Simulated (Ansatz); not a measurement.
Two isomers of C2H9AlSSi: A = `C[SiH2]C[S][AlH2]`, B = `[CH3][AlH][SiH](C)S`.

Computed with Ansatz on PBE0-D4/def2-TZVP structures; ΔE is electronic, products minus reactants. CCSD(T)/CBS adds triple-zeta CCSD(T) − MP2 to the extrapolated MP2 energy (def2 sets, frozen cores). DFT in def2-TZVPP. B3LYP here is the variant with VWN-RPA as its local correlation; programs differ in this. One conformer a species, not always the lowest.

(1) Which isomer does CCSD(T)/CBS put lower? Give the gap. (An estimate is asked.)

(2) Give E(B) − E(A) in kJ/mol with B3LYP-D4, B2PLYP, CCSD/def2-TZVPP, B3LYP, ωB97M-V, r2SCAN-D4, PBE-D4. (An estimate is asked.)

Largest T1 diagnostic: 0.011.

## Answers

(1) Computed: B, by 30.0 kJ/mol.

(2) Ansatz gave: B3LYP-D4 -34.7, B2PLYP -33.9, CCSD/def2-TZVPP -33.0, B3LYP -41.8, ωB97M-V -24.7, r2SCAN-D4 -34.2, PBE-D4 -40.7. None reverses the order clearly.

The D4 term adds +7.1 kJ/mol with B3LYP and +3.5 kJ/mol with PBE0; it sums over pairs of atoms, weighted by their polarisabilities, and B3LYP, whose exchange is more repulsive, gets the larger term. In def2-TZVPP, CCSD(T) changes the Hartree–Fock value by +5.3 kJ/mol (the triples alone add +2.3 kJ/mol) and MP2 by +14.0 kJ/mol.
